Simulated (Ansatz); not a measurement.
Mulliken charges of CH₅FSSi, SMILES `FC([SiH3])S` from r2SCAN/def2-TZVPP in Ansatz (PBE0-D4/def2-TZVP geometry).

```
atom   x (Å)   y (Å)   z (Å)  charge (e)
  F1  -0.779   0.206  -1.759      -0.217
  C2  -0.212   0.665  -0.575       0.113
 Si3   0.806  -0.722   0.233       0.253
  S4  -1.436   1.334   0.546      -0.139
  H5   0.423   1.520  -0.828       0.068
  H6   1.601  -0.136   1.339      -0.052
  H7   1.707  -1.343  -0.771      -0.061
  H8  -0.145  -1.733   0.762      -0.061
  H9  -1.878   0.163   1.036       0.097
```

By hand: the dipole of these point charges (1 e Å = 4.8032 D).

Σ q r = (0.217, -0.024, 0.275) e Å, of length 0.351 e Å = 1.69 D.

How does the dipole of the full density compare? (Best estimate.)

The calculation gave: (0.207, -0.068, 0.196) e Å, 1.41 D; the point charges give 1.20 times that, at 13° from its direction.

Point charges leave out the atoms' own dipoles, such as those of lone pairs, and Mulliken's split depends on the basis, so the two needn't agree.
